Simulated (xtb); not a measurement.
C$_{4}$H$_{10}$Zn, singlet, geometry from GFN2-xTB (such geometries of metal compounds can be far from the true shape), atoms displaced at random by about 0.1 Å a coordinate; GFN2-xTB with ALPB(dmso) (xtb).

xtb was given this input:
```
$ xtb mol.xyz --gfn 2 --opt --alpb dmso --json

# file mol.xyz
15

Zn    -0.28269854     0.06923271     0.65582346
C      1.49154027    -1.17862681     0.94341176
C      1.75192515    -1.63153245    -0.37119801
H      1.24097257    -2.14741158     1.35010742
H      2.02450521    -0.72527140     1.69689603
H      2.38352728    -0.70520880    -0.97314171
H      1.07707242    -2.26308914    -1.07700108
H      2.64706303    -2.07171923    -0.38484464
C     -1.49588210     1.16553642    -0.63529082
C     -0.68654881     1.39123025    -1.95780004
H     -1.63204422     2.24095815    -0.30946428
H     -2.47966732     0.72504934    -0.58369150
H     -0.65100034     0.45499764    -2.30469272
H      0.24494001     1.93339818    -1.77808326
H     -1.24197894     2.06321316    -2.76659776
```

The log (banner, timings and long lists left out):

```
   ID    Z sym.   atoms
    1   30 Zn     1
    2    6 C      2, 3, 9, 10
    3    1 H      4-8, 11-15

           -------------------------------------------------
          |                Calculation Setup                |
           -------------------------------------------------

           -------------------------------------------------
          |                 G F N 2 - x T B                 |
           -------------------------------------------------

      * Solvation model:               ALPB
        Solvent                        dmso
        Parameter file                 internal GFN2-xTB/ALPB
        Dielectric constant                4.6680E+01
        Reference state                gsolv [1 M gas/solution]
        Free energy shift                  7.1947E-03 Eh       4.5147E+00 kcal/mol
        Temperature                        2.9815E+02 K
        Density                            1.1000E+00 kg/L
        Solvent mass                       7.8130E+01 g/mol
        Interaction kernel             P16
        Born radius scaling (c1)           1.7927E+00
        Born radii integrator          GBOBC
        Born offset                        0.0000E+00 a0       0.0000E+00 AA
        H-bond correction              true
        Ion screening                  false
        Surface tension                    1.0000E-05 Eh       1.5569E+01 dyn/cm
        Grid points                               230 per atom

          ...................................................
          :                      SETUP                      :
          :.................................................:
          :  # basis functions                  30          :
          :  # atomic orbitals                  30          :
          :  # shells                           20          :
          :  # electrons                        28          :
          :  max. iterations                   250          :
          :  Hamiltonian                  GFN2-xTB          :
          :  restarted?                      false          :
          :  GBSA solvation                   true          :
          :  PC potential                    false          :
          :  electronic temp.          300.0000000     K    :
          :  accuracy                    1.0000000          :
          :  -> integral cutoff          0.2500000E+02      :
          :  -> integral neglect         0.1000000E-07      :
[...]
         :: total energy             -14.050989919522 Eh    ::
 * total energy  :   -14.0509899 Eh     change       -0.1801403E-09 Eh
 * total energy  :   -14.1270355 Eh     change       -0.7604554E-01 Eh
 * total energy  :   -14.1487957 Eh     change       -0.2176022E-01 Eh
 * total energy  :   -14.1516256 Eh     change       -0.2829908E-02 Eh
 * total energy  :   -14.1527289 Eh     change       -0.1103366E-02 Eh
 * total energy  :   -14.1529409 Eh     change       -0.2119505E-03 Eh
 * total energy  :   -14.1529959 Eh     change       -0.5500345E-04 Eh
 * total energy  :   -14.1530047 Eh     change       -0.8798275E-05 Eh
 * total energy  :   -14.1530086 Eh     change       -0.3921143E-05 Eh
   *** GEOMETRY OPTIMIZATION CONVERGED AFTER 9 ITERATIONS ***
         :: total energy             -14.153008621377 Eh    ::
[...]
 Mol. C8AA /au·bohr⁸  :      65311.732780
 Mol. α(0) /au        :         74.548515

Wiberg/Mayer (AO) data.
largest (>0.10) Wiberg bond orders for each atom

 ---------------------------------------------------------------------------
     #   Z sym  total        # sym  WBO       # sym  WBO       # sym  WBO
 ---------------------------------------------------------------------------
     1  30 Zn   1.578 --     2 C    0.684     9 C    0.684
     2   6 C    3.949 --     3 C    1.019     4 H    0.970     5 H    0.967
                             1 Zn   0.684     9 C    0.299
     3   6 C    3.997 --     2 C    1.019     7 H    0.981     6 H    0.980
                             8 H    0.977
     4   1 H    0.999 --     2 C    0.970
     5   1 H    0.999 --     2 C    0.967
     6   1 H    0.999 --     3 C    0.980
     7   1 H    0.999 --     3 C    0.981
     8   1 H    0.992 --     3 C    0.977
     9   6 C    3.949 --    10 C    1.019    11 H    0.969    12 H    0.967
                             1 Zn   0.684     2 C    0.299
    10   6 C    3.997 --     9 C    1.019    14 H    0.981    13 H    0.980
                            15 H    0.977
    11   1 H    0.999 --     9 C    0.969
    12   1 H    0.999 --     9 C    0.967
    13   1 H    0.999 --    10 C    0.980
    14   1 H    0.999 --    10 C    0.981
    15   1 H    0.992 --    10 C    0.977
 ---------------------------------------------------------------------------

Topologies differ in total number of bonds
Writing topology from bond orders to xtbtopo.mol

molecular dipole:
                 x           y           z       tot (Debye)
 q only:       -0.105       0.017       0.217
   full:       -0.053       0.008       0.108       0.307
molecular quadrupole (traceless):
                xx          xy          yy          xz          yz          zz
 q only:       -0.720       1.755      -0.446      -1.369       1.024       1.165
  q+dip:       -0.130       0.908       0.238      -0.123       0.405      -0.107
   full:       -0.697       2.157      -0.060      -1.169       1.145       0.756

optimized geometry written to: xtbopt.xyz

           -------------------------------------------------
          | TOTAL ENERGY              -14.153008621377 Eh   |
          | GRADIENT NORM               0.000719492204 Eh/α |
          | HOMO-LUMO GAP               3.632102383664 eV   |
           -------------------------------------------------

normal termination of xtb
```
